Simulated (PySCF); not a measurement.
Series: H-ended boron nitride flakes. All species are isolated molecules in the gas phase. Each species was relaxed from one start; no search for lower structures was made at this level. Strings in code marks are SMILES.

The four lowest singlet excitations (Tamm–Dancoff). All values below come from PBE0-D3(BJ)/def2-SVP run with PySCF. Excitations are Tamm–Dancoff values on a coarser integration grid. The basis has no diffuse functions, so Rydberg states are missing or too high.

```csv
state,energy (eV),wavelength (nm),oscillator strength
S1,6.53,190,0.005
S2,6.64,187,0.073
S3,7.40,168,0.578
S4,7.45,166,0.000
```

Q: Identify which member gives these states.
A. boron nitride flake of 4 rings (pyrene shape) `B1NB2NBN3BNBN4BNB(N1)N2B34`
B. boron nitride flake of 2 rings (naphthalene shape) `B1NBN2BNBNB2N1`
C. boron nitride flake of 7 rings (coronene shape) `B1NB2NBN3BNB4NBN5BNB6NBN1B1N2B3N4B5N61`

A: B, boron nitride flake of 2 rings (naphthalene shape) `B1NBN2BNBNB2N1`
